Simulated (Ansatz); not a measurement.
Li₁₂F₁₂⁻ (relaxed from a model of 2x2x6 LiF rock-salt block, whose bonding it doesn't keep). The state is a doublet with charge -1. Geometry PBE-D4/def2-SVP, that of the neutral singlet; atoms count from 1.

```xyz
24

Li   -1.630   -0.842   -3.796
F    -0.349   -1.592   -2.797
Li   -0.239   -1.259   -1.028
F     0.704   -1.477    0.547
Li    0.830   -2.114    2.220
F     2.059   -1.677    3.437
F    -3.023    0.053   -3.119
Li   -2.813    0.469   -1.397
F    -1.682   -0.303   -0.237
Li   -0.809   -0.324    1.392
F    -0.555   -1.151    2.974
Li    0.702   -0.587    4.116
F    -0.639    0.677   -4.243
Li    0.564   -0.020   -3.125
F     0.856    0.468   -1.423
Li    1.618    0.163    0.234
F     2.780    0.707    1.500
Li    2.877   -0.127    3.080
Li   -1.949    1.556   -3.400
F    -1.876    2.036   -1.677
Li   -0.570    1.420   -0.598
F     0.122    1.312    1.113
Li    1.419    1.665    2.302
F     1.602    0.947    3.925
```

The highest occupied level of the charge -1 doublet lies above zero (up to 1.08 eV). By energy differences it is unbound by 0.37 eV (vertical, to the charge 0 singlet, at PBE0-D4/def2-SVP) and held by the finite basis.

Estimate the Mulliken populations from the PBE0/def2-SVP orbitals of Ansatz.


| atom | charge (e) | spin (α − β) |
| --- | --- | --- |
| Li1 | 0.56 | 0.01 |
| F2 | -0.58 | 0.00 |
| Li3 | 0.70 | -0.15 |
| F4 | -0.57 | 0.00 |
| Li5 | 0.22 | 0.39 |
| F6 | -0.58 | 0.00 |
| F7 | -0.58 | 0.00 |
| Li8 | 0.22 | 0.39 |
| F9 | -0.57 | 0.00 |
| Li10 | 0.70 | -0.15 |
| F11 | -0.58 | 0.00 |
| Li12 | 0.56 | 0.01 |
| F13 | -0.58 | 0.00 |
| Li14 | 0.22 | 0.39 |
| F15 | -0.57 | 0.00 |
| Li16 | 0.70 | -0.15 |
| F17 | -0.58 | 0.00 |
| Li18 | 0.56 | 0.01 |
| Li19 | 0.56 | 0.01 |
| F20 | -0.58 | 0.00 |
| Li21 | 0.70 | -0.15 |
| F22 | -0.57 | 0.00 |
| Li23 | 0.22 | 0.39 |
| F24 | -0.58 | 0.00 |
Mulliken values and Mayer orders depend strongly on the basis.

Where does the spin sit?

Summed by element: Li 1.02, F -0.02, of 1 unpaired in all. Largest on single atoms: Li14 0.39, Li23 0.39, Li8 0.39.

And the Mayer bond orders between bonded heavy atoms (over 0.3)?

F2–Li3 0.31 (1.80 Å); Li10–F11 0.31 (1.80 Å); Li16–F17 0.31 (1.80 Å); F20–Li21 0.31 (1.80 Å). Values over 0.3 also appear between atoms too far apart for a bond (Li5–Li8 0.30 at 5.75 Å; Li5–Li14 0.30 at 5.75 Å; Li8–Li23 0.30 at 5.75 Å; Li14–Li23 0.30 at 5.75 Å); they arise where an orbital or an unpaired electron spreads over both atoms.
